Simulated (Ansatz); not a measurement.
The cluster Zr₄⁺. Total charge 1; doublet. Geometry r2SCAN-D4/def2-SVP.

```tsv
atom	x (Å)	y (Å)	z (Å)
Zr1	-0.440	-0.446	1.582
Zr2	1.678	0.232	-0.038
Zr3	-0.794	1.422	-0.450
Zr4	-0.444	-1.209	-1.095
```

In the def2 sets Zr takes a core potential; there is no spin–orbit coupling. At PBE-D4/def2-SVP, PBE-D4/def2-TZVP, revPBE-D4/def2-TZVP, PBE0-D4/def2-SVP and others the charge 1 doublet is spin-contaminated (final ⟨S²⟩ up to 2.78, 0.75 for a pure state). The geometry of the doublet was relaxed on an unsound state (⟨S²⟩ 2.79, where a pure state has 0.75). At PBE0-D4/def2-TZVP a quartet of charge 1 lies 0.16 eV below the doublet, each at its own geometry. That quartet is doubtful there (⟨S²⟩ 4.79, where a pure state has 3.75). The structure comes from a short search, and lower isomers may exist.

Question: Estimate the α-spin orbital energies around the gap (eV) in Ansatz with PBE-D4/def2-SVP, PBE-D4/def2-TZVP, revPBE-D4/def2-TZVP, PBE0-D4/def2-SVP, PBE0-D4/def2-TZVP.

Answer: 
```json
{"orbital": "HOMO−13", "PBE-D4/def2-SVP": "-34.32", "PBE-D4/def2-TZVP": "-34.35", "revPBE-D4/def2-TZVP": "-34.29", "PBE0-D4/def2-SVP": "-36.78", "PBE0-D4/def2-TZVP": "-36.81"}
{"orbital": "HOMO−12", "PBE-D4/def2-SVP": "-34.29", "PBE-D4/def2-TZVP": "-34.32", "revPBE-D4/def2-TZVP": "-34.26", "PBE0-D4/def2-SVP": "-36.74", "PBE0-D4/def2-TZVP": "-36.77"}
{"orbital": "HOMO−11", "PBE-D4/def2-SVP": "-34.17", "PBE-D4/def2-TZVP": "-34.20", "revPBE-D4/def2-TZVP": "-34.14", "PBE0-D4/def2-SVP": "-36.57", "PBE0-D4/def2-TZVP": "-36.61"}
{"orbital": "HOMO−10", "PBE-D4/def2-SVP": "-34.11", "PBE-D4/def2-TZVP": "-34.14", "revPBE-D4/def2-TZVP": "-34.08", "PBE0-D4/def2-SVP": "-36.50", "PBE0-D4/def2-TZVP": "-36.54"}
{"orbital": "HOMO−9", "PBE-D4/def2-SVP": "-33.99", "PBE-D4/def2-TZVP": "-34.03", "revPBE-D4/def2-TZVP": "-33.97", "PBE0-D4/def2-SVP": "-36.35", "PBE0-D4/def2-TZVP": "-36.40"}
{"orbital": "HOMO−8", "PBE-D4/def2-SVP": "-33.98", "PBE-D4/def2-TZVP": "-34.02", "revPBE-D4/def2-TZVP": "-33.96", "PBE0-D4/def2-SVP": "-36.35", "PBE0-D4/def2-TZVP": "-36.40"}
{"orbital": "HOMO−7", "PBE-D4/def2-SVP": "-9.25", "PBE-D4/def2-TZVP": "-9.20", "revPBE-D4/def2-TZVP": "-9.09", "PBE0-D4/def2-SVP": "-9.99", "PBE0-D4/def2-TZVP": "-9.93"}
{"orbital": "HOMO−6", "PBE-D4/def2-SVP": "-8.63", "PBE-D4/def2-TZVP": "-8.59", "revPBE-D4/def2-TZVP": "-8.49", "PBE0-D4/def2-SVP": "-9.18", "PBE0-D4/def2-TZVP": "-9.14"}
{"orbital": "HOMO−5", "PBE-D4/def2-SVP": "-8.22", "PBE-D4/def2-TZVP": "-8.17", "revPBE-D4/def2-TZVP": "-8.08", "PBE0-D4/def2-SVP": "-8.89", "PBE0-D4/def2-TZVP": "-8.84"}
{"orbital": "HOMO−4", "PBE-D4/def2-SVP": "-8.15", "PBE-D4/def2-TZVP": "-8.10", "revPBE-D4/def2-TZVP": "-8.00", "PBE0-D4/def2-SVP": "-8.86", "PBE0-D4/def2-TZVP": "-8.81"}
{"orbital": "HOMO−3", "PBE-D4/def2-SVP": "-8.05", "PBE-D4/def2-TZVP": "-8.00", "revPBE-D4/def2-TZVP": "-7.88", "PBE0-D4/def2-SVP": "-8.57", "PBE0-D4/def2-TZVP": "-8.50"}
{"orbital": "HOMO−2", "PBE-D4/def2-SVP": "-7.59", "PBE-D4/def2-TZVP": "-7.55", "revPBE-D4/def2-TZVP": "-7.46", "PBE0-D4/def2-SVP": "-8.23", "PBE0-D4/def2-TZVP": "-8.19"}
{"orbital": "HOMO−1", "PBE-D4/def2-SVP": "-7.57", "PBE-D4/def2-TZVP": "-7.52", "revPBE-D4/def2-TZVP": "-7.44", "PBE0-D4/def2-SVP": "-8.22", "PBE0-D4/def2-TZVP": "-8.17"}
{"orbital": "HOMO", "PBE-D4/def2-SVP": "-7.56", "PBE-D4/def2-TZVP": "-7.51", "revPBE-D4/def2-TZVP": "-7.42", "PBE0-D4/def2-SVP": "-7.98", "PBE0-D4/def2-TZVP": "-7.93"}
{"orbital": "LUMO", "PBE-D4/def2-SVP": "-6.90", "PBE-D4/def2-TZVP": "-6.84", "revPBE-D4/def2-TZVP": "-6.65", "PBE0-D4/def2-SVP": "-5.84", "PBE0-D4/def2-TZVP": "-5.77"}
{"orbital": "LUMO+1", "PBE-D4/def2-SVP": "-6.68", "PBE-D4/def2-TZVP": "-6.62", "revPBE-D4/def2-TZVP": "-6.42", "PBE0-D4/def2-SVP": "-5.69", "PBE0-D4/def2-TZVP": "-5.62"}
{"orbital": "LUMO+2", "PBE-D4/def2-SVP": "-6.14", "PBE-D4/def2-TZVP": "-6.13", "revPBE-D4/def2-TZVP": "-6.02", "PBE0-D4/def2-SVP": "-5.41", "PBE0-D4/def2-TZVP": "-5.37"}
{"orbital": "LUMO+3", "PBE-D4/def2-SVP": "-6.03", "PBE-D4/def2-TZVP": "-6.02", "revPBE-D4/def2-TZVP": "-5.90", "PBE0-D4/def2-SVP": "-5.25", "PBE0-D4/def2-TZVP": "-5.22"}
{"orbital": "LUMO+4", "PBE-D4/def2-SVP": "-5.98", "PBE-D4/def2-TZVP": "-5.97", "revPBE-D4/def2-TZVP": "-5.85", "PBE0-D4/def2-SVP": "-5.14", "PBE0-D4/def2-TZVP": "-5.12"}
{"orbital": "LUMO+5", "PBE-D4/def2-SVP": "-5.65", "PBE-D4/def2-TZVP": "-5.64", "revPBE-D4/def2-TZVP": "-5.53", "PBE0-D4/def2-SVP": "-4.83", "PBE0-D4/def2-TZVP": "-4.81"}
{"orbital": "β HOMO", "PBE-D4/def2-SVP": "-7.39", "PBE-D4/def2-TZVP": "-7.33", "revPBE-D4/def2-TZVP": "-7.21", "PBE0-D4/def2-SVP": "-7.94", "PBE0-D4/def2-TZVP": "-7.86"}
{"orbital": "β LUMO", "PBE-D4/def2-SVP": "-6.92", "PBE-D4/def2-TZVP": "-6.86", "revPBE-D4/def2-TZVP": "-6.68", "PBE0-D4/def2-SVP": "-5.92", "PBE0-D4/def2-TZVP": "-5.85"}
```
